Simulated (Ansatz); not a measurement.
BrClH4OSi2, SMILES `O[Si]([SiH3])(Cl)Br`, relaxed with RKS PBE-D4/def2-SVP in Ansatz 0.2.0 from a rough embedded geometry. The force threshold is 0.03 eV/Å; the program also tests the step.

Total charge 0; spin multiplicity 1.

Start:

```xyz
9

O     1.350    0.091   -1.448
Si    0.789    0.061    0.086
Si   -1.485   -0.155    0.139
Cl    1.376    1.851    0.906
Br    1.774   -1.579    1.190
H     2.347    0.268   -1.512
H    -2.021   -0.081    1.587
H    -2.197    0.951   -0.555
H    -1.933   -1.406   -0.394
```

Q: By how much does the energy fall, and how many steps does the optimiser take? (An estimate is asked.)

A: Computed: 21.42 kJ/mol, in 5 steps.

Q: Which bonds change most? (An estimate is asked.)

A: Computed: Si3–H9 from 1.432 to 1.503 Å; Si2–Si3 from 2.285 to 2.337 Å; Si3–H7 from 1.546 to 1.502 Å; Si2–Br5 from 2.209 to 2.250 Å.

Q: Give the relaxed structure. (An estimate is asked.)

A: Computed: 
```xyz
9

O     1.318    0.087   -1.476
Si    0.806    0.102    0.109
Si   -1.518   -0.138    0.155
Cl    1.357    1.890    1.035
Br    1.775   -1.566    1.267
H     2.276    0.187   -1.626
H    -1.948   -0.104    1.593
H    -2.161    0.995   -0.595
H    -1.904   -1.452   -0.463
```
